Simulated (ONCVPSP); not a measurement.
# Ag, ONCV: configuration errors across variants

* Element: Ag (Z = 47)
* Generator: ONCVPSP 4.0.1
* Type: optimised norm-conserving Vanderbilt (ONCV)
* Functional: PBE
* Relativity: scalar-relativistic
* Frozen core: [Ar] 3d10
* Valence charge: 19
* Reference configuration: 4s2 4p6 4d8 (charge +3)
* Partial waves: 4s: rc 1.55 bohr, ncon 4, nbas 7, qcut 9.8 1/bohr, 2 projectors, debl 3.2 Ha; 4p: rc 1.20 bohr, ncon 4, nbas 9, qcut 13.2 1/bohr, 2 projectors, debl 1.8 Ha; 4d: rc 1.50 bohr, ncon 4, nbas 9, qcut 9.7 1/bohr, 2 projectors, debl 3.2 Ha
* Local potential: polynomial inside 0.75 bohr (lpopt 3, dvloc0 0 Ha)
* Core correction: none

In the s channel the program set the typed energies aside and used -4.914, 0.050 Ha. In the p channel the program set the typed energies aside and used -3.559, 0.250 Ha.

All-electron excitation energies from the reference (eV): (1) 4s2 4p6 4d10 5s1 -66.064; (2) 4s2 4p6 4d10 -58.307; (3) 4s2 4p6 4d9 -36.193; (4) 4s2 4p5 4d10 5s1 -0.819.

A true bound ghost makes a file unfit for plane-wave use even where its test errors are small: the radial tests pick states by their node count and pass the ghost by.

Errors AE − PS in meV (a dash: test not solved or not reliable):

```csv
change,(1),(2),(3),(4),bound ghosts,GHOST(+) flags above zero
base,+11,+8.7,+5.7,-31,none,s
"all radii scaled by about 0.79 (s 1.22, p 0.94, d 1.18 bohr); local potential polynomial inside 0.58 bohr (lpopt 3, dvloc0 0 Ha)",+7.5,+6.2,+4.5,-32,s,p
"all radii scaled by about 0.87 (s 1.34, p 1.04, d 1.30 bohr); local potential polynomial inside 0.64 bohr (lpopt 3, dvloc0 0 Ha)",+7.7,+6.9,+4.9,-30,s,none
"all radii scaled by about 0.94 (s 1.46, p 1.12, d 1.40 bohr); local potential polynomial inside 0.70 bohr (lpopt 3, dvloc0 0 Ha)",+9.3,+7.6,+5.2,-29,none,s
"all radii scaled by about 1.03 (s 1.60, p 1.24, d 1.54 bohr); local potential polynomial inside 0.78 bohr (lpopt 3, dvloc0 0 Ha)",+11,+9.3,+5.9,-32,none,s
"all radii scaled by about 1.10 (s 1.70, p 1.32, d 1.66 bohr); local potential polynomial inside 0.82 bohr (lpopt 3, dvloc0 0 Ha)",+13,+12,+6.8,-36,none,s
"all radii scaled by about 1.16 (s 1.80, p 1.40, d 1.74 bohr); local potential polynomial inside 0.88 bohr (lpopt 3, dvloc0 0 Ha)",+20,+18,+9.8,-37,none,"s, d"
"all radii scaled by about 1.23 (s 1.90, p 1.48, d 1.84 bohr); local potential polynomial inside 0.92 bohr (lpopt 3, dvloc0 0 Ha)",+23,+21,+11,-42,none,none
```

Q: Give the same row for: all radii scaled by about 1.32 (s 2.04, p 1.58, d 1.98 bohr); local potential polynomial inside 1.00 bohr (lpopt 3, dvloc0 0 Ha).

A: +33, +29, +14, -27; bound ghosts: none; GHOST(+) flags above zero: s.
